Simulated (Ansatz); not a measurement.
Basis-set extrapolation for C8H18O (`CCCCC(CC)CO`) (PBE0-D4/def2-TZVP geometry, frozen core, Ansatz). Multiplicity 1, RHF reference.

```csv
,def2-TZVPP,def2-QZVPP
HF,-388.432565,-388.450802
MP2 correlation,-1.651913,-1.758515
CCSD(T) correlation,-1.808822,not run
```

Energies in hartree. Use E(X) = E(∞) + A·exp(−7.88·√X) for Hartree–Fock and E(X) = E(∞) + B·X^(−2.97) for correlation, with X = 3 and 4, and add CCSD(T) minus MP2 of the smaller set to the MP2 limit.

What is the CCSD(T) energy at the basis-set limit?

HF limit: -388.450802 + (-0.018237) × 0.13774 = -388.45331. MP2 limit: -1.758515 + (-0.106602) × 0.74074 = -1.83748. Higher-order term: -1.808822 − (-1.651913) = -0.15691. Total: -390.44770 hartree, 541.7 kJ/mol below CCSD(T)/def2-TZVPP.
